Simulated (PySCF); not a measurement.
PySCF input for GeH₇NOSi, SMILES N[SiH2][O][GeH3], PBE0-D3(BJ)/def2-SVP. Coordinates come from a PBE0-D3(BJ)/def2-SVP optimisation. The structure was generated by enumeration, and PubChem lists no compound with its InChIKey, so it may never have been made. The values are those of a single conformer.

```python
import numpy as np
from pyscf import gto, scf, dft, df
from pyscf.hessian import thermo

mol = gto.M(
    atom='''
    Si   -1.35411150   -0.22063226   -0.97949908
    N    -2.98954306   -0.44889684   -0.50976921
    O    -0.31403252   -0.02638652    0.30422755
    Ge    1.42912260    0.21876120    0.52618844
    H    -1.30171980    1.00749998   -1.82854045
    H    -0.93841358   -1.42947465   -1.75291008
    H    -3.26884021   -1.31936416   -0.07102813
    H    -3.51425486    0.32914762   -0.12566943
    H     1.84160981    1.53833695   -0.15482084
    H     2.18730812   -0.96790739   -0.10026916
    H     1.65900958    0.28362470    2.04275924
    ''',
    basis='def2-SVP',
    charge=0,
    spin=0,
    max_memory=1600,
    verbose=3,
)
mf = dft.RKS(mol, xc='pbe0').density_fit(auxbasis='def2-universal-jkfit')
mf.disp = 'd3bj'
mf.grids.level = 3
mf.conv_tol = 1e-11
mf.max_cycle = 100
mf.kernel()

# [left out here: the lines that compute and print the analytic Hessian (its translational invariance restored by hand, since the grid's response is missing), thermochemistry and intensities]
```

Program output:

```
[...]
       8   H                 0.12 -0.02  0.03   -0.06 -0.02 -0.10    0.62 -0.13  0.09
       9   H                -0.09 -0.06 -0.00   -0.09 -0.02 -0.10   -0.55 -0.30 -0.07
      10   H                -0.03 -0.04  0.00    0.28  0.03 -0.03    0.02 -0.23  0.01
Mode                                 9                  10                  11
Irrep
Freq [cm^-1]                      657.9787            799.6201            854.4149
Reduced mass [au]                   1.2490              1.1073              1.3304
Force const [Dyne/A]                0.3186              0.4171              0.5722
Char temp [K]                     946.6849           1150.4753           1229.3128
Normal mode                   x     y     z       x     y     z       x     y     z
       0  Si                -0.01 -0.00 -0.01    0.01 -0.04  0.00   -0.00  0.00  0.04
       1   N                 0.00  0.00  0.01   -0.00  0.01 -0.00    0.06  0.01 -0.02
       2   O                -0.07 -0.01  0.07   -0.01  0.05 -0.00   -0.07 -0.01 -0.04
       3  Ge                 0.02  0.00 -0.02    0.00 -0.00 -0.00    0.02  0.00  0.01
       4   H                 0.03 -0.01 -0.02    0.45  0.21  0.38   -0.15 -0.04 -0.05
       5   H                 0.03  0.02 -0.03   -0.49  0.04 -0.38   -0.16 -0.01 -0.05
       6   H                -0.01 -0.00 -0.01    0.22 -0.01  0.10    0.07  0.01 -0.03
       7   H                -0.01  0.00 -0.01   -0.20 -0.08 -0.09    0.07  0.01 -0.03
       8   H                 0.27  0.06  0.27   -0.05  0.01 -0.01   -0.44  0.03 -0.19
       9   H                 0.29  0.03  0.27    0.05  0.02  0.01   -0.41 -0.15 -0.19
      10   H                -0.68 -0.09  0.09    0.00 -0.00  0.00   -0.45 -0.06  0.06
Mode                                12                  13                  14
Irrep
Freq [cm^-1]                      865.7487            874.2299            877.2182
Reduced mass [au]                   2.2350              1.0227              1.0273
Force const [Dyne/A]                0.9870              0.4605              0.4658
Char temp [K]                    1245.6196           1257.8222           1262.1217
Normal mode                   x     y     z       x     y     z       x     y     z
       0  Si                 0.08  0.01 -0.02    0.00 -0.00  0.00    0.01  0.00  0.00
       1   N                -0.16 -0.02  0.06   -0.00  0.01  0.00   -0.01 -0.00  0.01
       2   O                 0.02  0.00 -0.01   -0.00  0.00 -0.00   -0.01 -0.00 -0.01
       3  Ge                 0.00  0.00  0.00   -0.00  0.01 -0.00    0.00 -0.00 -0.01
       4   H                 0.27 -0.07 -0.13   -0.03 -0.01 -0.01    0.05 -0.03 -0.05
       5   H                 0.24  0.14 -0.14    0.03  0.01  0.00    0.03  0.04 -0.05
       6   H                -0.20 -0.02  0.05    0.02 -0.01 -0.01   -0.02 -0.00  0.00
       7   H                -0.20 -0.04  0.06   -0.02 -0.01  0.01   -0.02 -0.00  0.00
       8   H                -0.15 -0.02 -0.12   -0.16 -0.16 -0.37   -0.31  0.35  0.50
       9   H                -0.15 -0.03 -0.13    0.17 -0.13  0.41   -0.22 -0.39  0.49
      10   H                -0.23 -0.03  0.03    0.11 -0.75  0.02    0.22  0.06 -0.02
Mode                                15                  16                  17
Irrep
Freq [cm^-1]                      905.2079            939.3674            956.7743
Reduced mass [au]                   1.2883              1.3769              1.0821
Force const [Dyne/A]                0.6220              0.7159              0.5836
Char temp [K]                    1302.3926           1351.5406           1376.5852
Normal mode                   x     y     z       x     y     z       x     y     z
       0  Si                 0.01 -0.05  0.00    0.07  0.01 -0.04   -0.02 -0.00 -0.04
       1   N                -0.02  0.11 -0.00   -0.06 -0.01  0.01   -0.00 -0.00  0.02
       2   O                -0.00  0.00 -0.00    0.03  0.01  0.05   -0.02 -0.00 -0.02
       3  Ge                 0.00 -0.00  0.00   -0.00 -0.00 -0.00    0.01  0.00  0.00
       4   H                -0.37  0.03  0.08   -0.54  0.17  0.17    0.25  0.35  0.50
       5   H                 0.35  0.13 -0.09   -0.46 -0.30  0.18    0.34 -0.23  0.52
       6   H                 0.47 -0.11 -0.10   -0.08  0.00  0.02    0.01 -0.01  0.01
       7   H                -0.41 -0.23  0.11   -0.08 -0.02  0.02    0.01  0.01  0.01
       8   H                 0.01  0.01  0.02   -0.05  0.03  0.03   -0.11  0.03 -0.02
       9   H                -0.01  0.01 -0.02   -0.04 -0.04  0.03   -0.10 -0.06 -0.02
      10   H                -0.01  0.05 -0.00   -0.07 -0.01  0.01   -0.09 -0.01  0.02
Mode                                18                  19                  20
Irrep
Freq [cm^-1]                     1022.7279           1547.6088           2153.6253
Reduced mass [au]                   5.0015              1.1199              1.0241
Force const [Dyne/A]                3.0822              1.5804              2.7986
Char temp [K]                    1471.4777           2226.6645           3098.5872
Normal mode                   x     y     z       x     y     z       x     y     z
       0  Si                -0.07 -0.01 -0.04    0.01  0.00  0.00    0.00 -0.00 -0.00
       1   N                 0.03  0.00 -0.01   -0.07 -0.01  0.04   -0.00 -0.00 -0.00
       2   O                 0.17  0.03  0.11   -0.00 -0.00 -0.00   -0.00  0.00 -0.00
       3  Ge                -0.01 -0.00 -0.00   -0.00 -0.00 -0.00   -0.00  0.01  0.00
       4   H                 0.06 -0.03 -0.06   -0.01  0.00 -0.01    0.00  0.01 -0.01
       5   H                 0.05  0.05 -0.06   -0.01 -0.01 -0.01   -0.01  0.03  0.02
       6   H                 0.04 -0.00 -0.02    0.48 -0.35 -0.31   -0.00 -0.00  0.00
       7   H                 0.04  0.01 -0.02    0.36  0.45 -0.33    0.00  0.00 -0.00
       8   H                -0.18  0.04 -0.05    0.00 -0.00  0.00   -0.13 -0.40  0.23
       9   H                -0.16 -0.09 -0.04    0.00  0.00  0.00    0.42 -0.66 -0.36
      10   H                -0.24 -0.03  0.04    0.00  0.00 -0.00   -0.01  0.03  0.01
Mode                                21                  22                  23
Irrep
Freq [cm^-1]                     2154.3775           2183.5355           2227.7683
Reduced mass [au]                   1.0163              1.0207              1.0524
Force const [Dyne/A]                2.7792              2.8674              3.0772
Char temp [K]                    3099.6696           3141.6214           3205.2626
Normal mode                   x     y     z       x     y     z       x     y     z
       0  Si                 0.00  0.00 -0.00   -0.00 -0.00  0.00    0.01 -0.04 -0.00
       1   N                -0.00  0.00 -0.00    0.00  0.00 -0.00    0.00 -0.00  0.00
       2   O                -0.00 -0.00 -0.00    0.00  0.00  0.00   -0.00 -0.00 -0.00
       3  Ge                -0.01 -0.00  0.01    0.00  0.00  0.01    0.00 -0.00 -0.00
       4   H                -0.00 -0.04  0.03    0.00  0.01 -0.01    0.03  0.52 -0.37
       5   H                -0.01  0.03  0.02    0.01 -0.01 -0.01   -0.20  0.59  0.38
       6   H                 0.00 -0.00 -0.00   -0.00  0.00  0.00   -0.00 -0.00  0.00
       7   H                 0.00  0.00 -0.00    0.00 -0.00  0.00    0.00 -0.00 -0.00
       8   H                 0.22  0.75 -0.38    0.00  0.02  0.02    0.01  0.02 -0.01
       9   H                 0.23 -0.38 -0.18    0.01 -0.02  0.02   -0.02  0.02  0.01
      10   H                -0.00 -0.01  0.02   -0.14 -0.04 -0.98   -0.00  0.00 -0.00
Mode                                24                  25                  26
Irrep
Freq [cm^-1]                     2232.5666           3610.7138           3709.2555
Reduced mass [au]                   1.0280              1.0505              1.0958
Force const [Dyne/A]                3.0190              8.0693              8.8826
Char temp [K]                    3212.1662           5195.0132           5336.7927
Normal mode                   x     y     z       x     y     z       x     y     z
       0  Si                 0.01  0.00 -0.03    0.00  0.00  0.00   -0.00  0.00 -0.00
       1   N                -0.00  0.00  0.00   -0.04 -0.00  0.04   -0.01  0.08 -0.00
       2   O                -0.00 -0.00 -0.00    0.00  0.00  0.00   -0.00  0.00 -0.00
       3  Ge                 0.00  0.00 -0.00   -0.00 -0.00 -0.00    0.00 -0.00  0.00
       4   H                -0.02 -0.61  0.41    0.00  0.00 -0.00    0.00 -0.00  0.00
       5   H                -0.18  0.53  0.33    0.00 -0.00 -0.00    0.00 -0.00 -0.00
       6   H                 0.01 -0.00 -0.01    0.18  0.60 -0.28   -0.19 -0.58  0.29
       7   H                 0.01  0.01 -0.01    0.35 -0.54 -0.24    0.36 -0.51 -0.25
       8   H                -0.02 -0.04  0.02    0.00  0.00  0.00    0.00  0.00 -0.00
       9   H                -0.02  0.03  0.02    0.00 -0.00  0.00   -0.00  0.00  0.00
      10   H                -0.01 -0.00 -0.03    0.00  0.00  0.00   -0.00  0.00 -0.00
temperature 298.1500 [K]
pressure 101325.00 [Pa]
Rotational constants [GHz] 17.43942 1.20617 1.16827
Symmetry number 1
Zero-point energy (ZPE) 0.07150 [Eh]   187730.178 [J/mol]
                           tot       elec      trans        rot        vib
Entropy [J/mol/K]       386.517      0.000    170.177    112.852    103.488
Cv [J/mol/K]            107.111      0.000     12.472     12.472     82.168
Cp [J/mol/K]            115.426      0.000     20.786     12.472     82.168
Internal energy [J/mol]                      3718.434   3718.434 200712.510
Internal energy [Eh]   -2499.69541  -2499.77469
Enthalpy [J/mol]                             6197.391   3718.434 200712.510
Enthalpy [Eh]          -2499.69447
Gibbs free energy [J/mol]                  -44540.832 -29928.378 169857.431
Gibbs free energy [Eh] -2499.73836
static polarisability / bohr^3: [[65.8    1.654  3.368]
 [ 1.648 55.297  0.428]
 [ 3.355  0.428 54.542]]
largest difference of analytic and finite-field dipole derivatives / e: 0.0025372676237469527
mode   freq/cm-1   IR/(km/mol)   Raman/(A^4/amu)   depolarisation
   1        7.07         2.169             0.281            0.750
   2       49.83         0.244             0.062            0.750
   3       92.27         3.637             0.392            0.443
   4      237.90         6.104             3.599            0.604
   5      241.32        17.487             2.845            0.750
   6      420.32       252.942             2.604            0.060
   7      556.92        25.111             1.551            0.680
   8      560.59        21.861            11.435            0.256
   9      647.08        50.891            15.641            0.750
  10      657.98        52.549            11.763            0.579
  11      799.62        28.298             7.873            0.750
  12      854.41       462.623            14.924            0.631
  13      865.75        76.095             9.068            0.702
  14      874.23        48.716            29.086            0.750
  15      877.22        41.890            20.118            0.748
  16      905.21        69.856             5.639            0.750
  17      939.37       192.532            12.298            0.360
  18      956.77        97.346            13.867            0.746
  19     1022.73       347.374             8.589            0.655
  20     1547.61        48.573             6.588            0.722
  21     2153.63       124.599            86.175            0.586
  22     2154.38        75.184           176.593            0.091
  23     2183.54       114.775           161.207            0.261
  24     2227.77       189.109            63.350            0.738
  25     2232.57        96.741           173.754            0.077
  26     3610.71        33.578           130.687            0.111
  27     3709.26        36.213            73.652            0.750
max |gradient| / (hartree/bohr): 5.321627844735206e-05
APT charges: [ 1.7445 -0.8656 -1.2807  1.4164 -0.304  -0.3038  0.1988  0.1988 -0.2737
 -0.2734 -0.2572]
```

The run converged.
